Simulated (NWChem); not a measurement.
Basis-set dependence for Cl2Si

```
Si
Cl 1 2.1112
Cl 1 2.1112 2 101.95
```
Charge 0, spin multiplicity 1.

All runs are NWChem calculations. Structure: optimised with PBE/def2-SVP, a minimum by its harmonic frequencies.

Hartree-Fock energies in Ha, correlation energies in mHa.

The correlated methods keep 15 core orbitals frozen. The Pople sets run with spherical d functions. The structure started from a generated list of species. Coupled-cluster values serve here as a point of comparison, not as the truth.

```json
[
 {"basis": "6-31G*", "functions": "54", "RHF": "-1207.93920", "MP2": "-322.5", "SCS-MP2": "-315.0", "CCSD": "-358.2", "CCSD+T(CCSD)": "-369.4", "CCSD(T)": "-368.9", "CR-CCSD[T]": "-367.0", "CR-CCSD(T)": "-366.6", "RI-MP2": "not run"},
 {"basis": "cc-pVDZ", "functions": "54", "RHF": "-1208.00715", "MP2": "-344.1", "SCS-MP2": "-334.1", "CCSD": "-377.8", "CCSD+T(CCSD)": "-388.5", "CCSD(T)": "-388.0", "CR-CCSD[T]": "-386.0", "CR-CCSD(T)": "-385.7", "RI-MP2": "-344.3"},
 {"basis": "cc-pVTZ", "functions": "102", "RHF": "-1208.05472", "MP2": "-470.2", "SCS-MP2": "-463.1", "CCSD": "-509.1", "CCSD+T(CCSD)": "-533.0", "CCSD(T)": "-532.6", "CR-CCSD[T]": "-526.9", "CR-CCSD(T)": "-526.6", "RI-MP2": "-470.3"}
]
```

From cc-pVDZ to cc-pVTZ the Hartree-Fock energy moves by -47.6 mHa and the MP2 correlation energy by -126.1 mHa, which is 27 % of its value in the larger set.
